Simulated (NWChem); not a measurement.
Molecule: cyclohexanone (C$_{6}$H$_{10}$O); SMILES C1CC(CCC1)=O

```xyz
17

O     -0.2990     2.3062     0.0000
C      0.0703     1.1567     0.0000
C      0.3311     0.3854     1.2789
C     -0.2892    -1.0140     1.2572
C      0.1007    -1.7837     0.0000
C     -0.2892    -1.0140    -1.2572
C      0.3311     0.3854    -1.2789
H      1.4292     0.2938     1.3764
H     -0.0242     0.9920     2.1241
H      0.0069    -1.5674     2.1626
H     -1.3889    -0.9212     1.2985
H     -0.3744    -2.7779     0.0000
H      1.1919    -1.9616     0.0000
H      0.0069    -1.5674    -2.1626
H     -1.3889    -0.9212    -1.2985
H     -0.0242     0.9920    -2.1241
H      1.4292     0.2938    -1.3764
```
Atoms are numbered in this order, from 1.

Results from NWChem. Pople sets run with spherical d functions. Coordinates come from a PBE0/def2-SVP optimisation.

**Question.** Taking B3LYP/def2-TZVP as the yardstick, which of these has the fewest basis functions while keeping “dipole (D)” within 0.1 D of it: B3LYP/def2-SVPD; B3LYP/6-31G*; B3LYP/6-31+G*; B3LYP/3-21G; B3LYP/6-311++G**; B3LYP/def2-SVP; B3LYP/STO-3G?

**Answer.** none of them.
| level | basis functions | dipole (D) |
|---|---|---|
| B3LYP/STO-3G | 45 | 1.83 |
| B3LYP/3-21G | 83 | 2.80 |
| B3LYP/6-31G* | 118 | 3.02 |
| B3LYP/6-31+G* | 146 | 3.45 |
| B3LYP/def2-SVP | 148 | 3.01 |
| B3LYP/def2-SVPD | 223 | 3.43 |
| B3LYP/6-311++G** | 224 | 3.43 |
| B3LYP/def2-TZVP | 277 | 3.29 |

The yardstick is one finite set, not the basis-set limit.
